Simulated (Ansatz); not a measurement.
Geometry optimisation, Ansatz, RKS CAM-B3LYP/6-31G*.

input.yaml

```yaml
crystal:
  periodic: [false, false, false]
  atoms:
    - { symbol: C, position_ang: [0.20971, 1.62044, -2.13605] }
    - { symbol: C, position_ang: [0.374, 1.02652, -1.09708] }
    - { symbol: Si, position_ang: [0.63427, 0.13922, 0.47479] }
    - { symbol: C, position_ang: [-0.58449, -1.15421, 1.05588] }
    - { symbol: H, position_ang: [0.06546, 2.13826, -3.04541] }
    - { symbol: H, position_ang: [-0.26222, 0.17827, -0.84449] }
    - { symbol: H, position_ang: [-1.39559, -1.29502, 0.33559] }
    - { symbol: H, position_ang: [-0.10081, -2.12273, 1.20298] }
    - { symbol: H, position_ang: [-1.03634, -0.87722, 2.01146] }
total_charge: 1
basis:
  gaussian: { orbitals: "6-31G*" }
hamiltonian:
  xc: cam_b3lyp
relax:
  f_tol: 0.02
  max_steps: 50
```

Launched with:

```bash
$ ansatz run input.yaml --threads 2 --pin off --max-ram 3072MiB --backend cpu --events-out ev --progress --plain --runs-dir out
```

Where does it end, and by what steps?

It converged. After 19 steps the energy has fallen by 2.391 eV; H6 moved furthest, 1.41 Å. Parted: Si3–H6 (1.60 → 2.99 Å). Joined: C1–Si3 (3.03 → 2.07 Å).

```csv
step,energy less start (eV),largest force component (eV/Å),accepted
0,0.0000,3.862,yes
1,-0.8123,2.071,yes
2,-1.1624,1.148,yes
3,-1.3282,0.906,yes
4,-1.5338,1.246,yes
5,-1.6740,0.928,yes
6,-1.7841,0.812,yes
7,-1.8876,0.587,yes
8,-1.9757,0.673,yes
9,-2.0596,1.222,yes
10,-2.1511,1.728,yes
11,-2.2813,1.513,yes
12,-2.3233,0.575,yes
13,-2.3623,0.340,yes
14,-2.3768,0.329,yes
15,-2.3734,0.486,no
16,-2.3850,0.195,yes
17,-2.3906,0.069,yes
18,-2.3907,0.037,yes
19,-2.3910,0.020,yes
```

```xyz
9
Properties=species:S:1:pos:R:3
C 0.288 1.252 -1.557
C -0.390 0.229 -1.583
Si 0.477 0.792 0.449
C -0.436 -0.789 0.955
H 0.793 2.146 -1.890
H -1.000 -0.645 -1.722
H -1.521 -0.744 0.811
H -0.057 -1.693 0.465
H -0.250 -0.895 2.029
```

Whether the end is a true minimum wasn't checked by a vibrational analysis.

The run took 38 s on 2 threads of Arm Neoverse V1, with other jobs on the host, peak memory 0.18 GiB.
